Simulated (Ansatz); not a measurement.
H$_{6}$NPSSi, SMILES `NPS[SiH3]`. The species carries charge 0 and has multiplicity 1. Geometry: relaxed with PBE0-D4/def2-TZVP. It is one conformer, not always the lowest.

```xyz
10

N    -1.061    0.628   -1.828
P     0.418    0.808   -1.041
S     0.031    0.945    1.071
Si    0.711   -1.021    1.539
H    -1.336   -0.327   -2.000
H    -1.849    1.197   -1.555
H     0.514    2.214   -1.176
H     2.171   -1.158    1.309
H     0.401   -1.255    2.972
H     0.001   -2.031    0.710
```

Problem. What is the dipole moment at B3LYP/def2-TZVPP? (An estimate is asked.)

Solution. Ansatz gave: 1.63 D, with components (-1.33, -0.45, -0.83) D in this frame, pointing from negative to positive charge.

Problem. And with PBE, r2SCAN, ωB97M-V? (Best estimate.)

Solution. The calculation gave: PBE 1.74 D, r2SCAN 1.75 D, ωB97M-V 1.62 D.

Problem. Give the Mulliken charges with B3LYP, ωB97M-V, r2SCAN in def2-TZVPP. (Estimate.)

Solution. The calculation gave: 
| atom | B3LYP | ωB97M-V | r2SCAN |
| --- | --- | --- | --- |
| N1 | -0.35 | -0.31 | -0.37 |
| P2 | 0.19 | 0.14 | 0.19 |
| S3 | -0.31 | -0.28 | -0.32 |
| Si4 | 0.32 | 0.18 | 0.36 |
| H5 | 0.15 | 0.13 | 0.17 |
| H6 | 0.15 | 0.13 | 0.16 |
| H7 | 0.03 | 0.06 | 0.01 |
| H8 | -0.05 | -0.01 | -0.06 |
| H9 | -0.06 | -0.02 | -0.06 |
| H10 | -0.07 | -0.03 | -0.08 |

B3LYP here is the variant with VWN-RPA as its local correlation; programs differ in this.
